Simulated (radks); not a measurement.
The numbers below are computed, except where a source is named.
Ionisation of Zn, [Ar] 3d10 4s2, to Zn+, [Ar] 3d10 4s1, under several functionals. Dirac Kohn-Sham, spin-unpolarised, spherical densities, finite nucleus; a radial shooting solver on a logarithmic mesh with Libxc functionals.

functional	E(Zn) (hartree)	Exc (hartree)	IE (eV)	-e(HOMO) (eV)	<r> HOMO (bohr)	IE error (eV)
XLYP	-1796.73535	-72.23804	9.968	5.987	2.659	+0.574
BP86	-1796.61681	-72.12244	10.086	6.161	2.639	+0.692
exchange-only PBE	-1794.67790	-70.13434	9.236	5.313	2.713	-0.158
AM05	-1793.53531	-68.98937	9.847	5.941	2.647	+0.453
BLYP	-1796.45009	-71.94762	9.940	5.961	2.654	+0.546
LDA (Slater exchange, Perdew-Wang correlation)	-1793.37668	-68.82419	10.184	6.219	2.631	+0.790

NIST Atomic Spectra Database: 9.394 eV (measured). Closest: exchange-only PBE. The Delta-SCF values span 0.95 eV, the total energies 3.36 hartree. The highest occupied level is 4s1/2. Spin polarisation and multiplet splitting are left out, so open shells lie too high by an amount that depends on their filling.

Beside tabulated values, note that spin-unpolarised runs miss the spin-polarisation part of the exchange energy of open shells.
